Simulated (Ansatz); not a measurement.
Consider the atomization: `[TeH][SiH]1BC1` → B• + C• + 5 H• + Si• + Te•.

Isolated molecules relaxed with PBE0-D4/def2-TZVP in Ansatz; ΔE leaves out vibrations. CBS: MP2 limit from def2 TZ/QZ plus the TZ coupled-cluster correction, frozen cores. This one scheme is used for every species, atoms too. For atomizations the MP2-based limit and the directly extrapolated one differ by several kJ/mol either way, and by 10 to 25 for some Ge, Se and Sn compounds, so smaller differences from it don't rank the levels. Functionals use def2-TZVPP. B3LYP here is the variant with VWN-RPA as its local correlation; programs differ in this. HSE06 is defined as in plane-wave codes. No spin–orbit coupling; open shells (•) take unrestricted orbitals. Spin–orbit coupling would lower the free atoms: a little for B, C, Si; strongly for Te. Elements past krypton have def2 core potentials. For Te outer-core shells are correlated without core-valence functions, so the limit isn't a true one: a few kJ/mol of doubt a bond, and 10 to 20 or more in all where bonds break to atoms.

(1) What is ΔE at CCSD(T)/CBS? (Best estimate.)

(2) What do these levels give: PBE-D4, PBE0-D4, B3LYP-D4, HSE06-D4, ωB97X-V, HF/def2-TZVPP? (Best estimate.)

Largest T1 diagnostic among the species: 0.014.

Results:

(1) Computed: +29.70 eV.

(2) Ansatz gave: PBE-D4 30.31, PBE0-D4 29.89, B3LYP-D4 29.67, HSE06-D4 29.90, ωB97X-V 29.78, HF/def2-TZVPP 21.41 eV.

From r2SCAN to r2SCAN0 (25 % exact exchange), in def2-TZVPP and without D4, ΔE moves by −0.41 eV: exact exchange takes away binding that semilocal exchange gives to molecules. Leaving LDA and LC-ωPBE aside and taking each functional with its dispersion term where it has one, the values, not all of them listed here, spread over 1.36 eV, from BHLYP-D4 to PBE-D4. LDA lies +3.98 eV from PBE without D4, its usual overbinding.
